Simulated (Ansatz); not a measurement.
Reactions of C$_{2}$H$_{6}$BGaS, SMILES `[CH3][GaH][B]1CS1`.

Calculated with Ansatz (gas phase, PBE0-D4/def2-TZVP geometries, no zero-point term in ΔE). CCSD(T)/CBS adds triple-zeta CCSD(T) − MP2 to the extrapolated MP2 energy (def2 sets, frozen cores). This one scheme is used for every species, atoms too. Functionals use def2-TZVPP. Open shells (•) are unrestricted, without spin–orbit coupling. Spin–orbit coupling would lower the free atoms: a little for B, C, S; clearly for Ga. Elements past krypton have def2 core potentials. For Ga, Te outer-core shells are correlated without core-valence functions, so the limit isn't a true one: a few kJ/mol of doubt a bond, and 10 to 20 or more in all where bonds break to atoms. Scalar relativity is left out up to krypton. Each species was taken in one conformer, which may not be the lowest.

```csv
reaction,CCSD(T)/CBS(def2) (eV)
`[CH3][GaH][B]1CS1` + CH₃OH → `C[O][GaH][CH3]` + `B1CS1`,-0.59
`[CH3][GaH][B]1CS1` → B• + 2 C• + Ga• + 6 H• + S•,39.79
`[CH3][GaH][B]1CS1` + H₂ → `B1CS1` + `[CH3][GaH2]`,-0.01
`[CH3][GaH][B]1CS1` + HCl → `[CH3][GaH][Cl]` + `B1CS1`,-1.27
`[CH3][GaH][B]1CS1` + H₂Te → `[TeH]B1CS1` + `[CH3][GaH2]`,?
`[CH3][GaH][B]1CS1` + `[NH2][GaH2]` → `[GaH2][NH]B1CS1` + `[CH3][GaH2]`,?
`[CH3][GaH][B]1CS1` + H₂O → `OB1CS1` + `[CH3][GaH2]`,-0.86
`[CH3][GaH][B]1CS1` + HCl → `ClB1CS1` + `[CH3][GaH2]`,?
`[CH3][GaH][B]1CS1` + H–F → `[CH3][GaH][F]` + `B1CS1`,-0.92
`[CH3][GaH][B]1CS1` + H–F → `FB1CS1` + `[CH3][GaH2]`,-0.90
```

Question: Fill in the missing values. (Best estimate.)

Answer: Computed: `[CH3][GaH][B]1CS1` + H₂Te → `[TeH]B1CS1` + `[CH3][GaH2]`: -0.48 eV; `[CH3][GaH][B]1CS1` + `[NH2][GaH2]` → `[GaH2][NH]B1CS1` + `[CH3][GaH2]`: -0.90 eV; `[CH3][GaH][B]1CS1` + HCl → `ClB1CS1` + `[CH3][GaH2]`: -0.57 eV.

Largest T1 diagnostic: 0.016, for `B1CS1`.
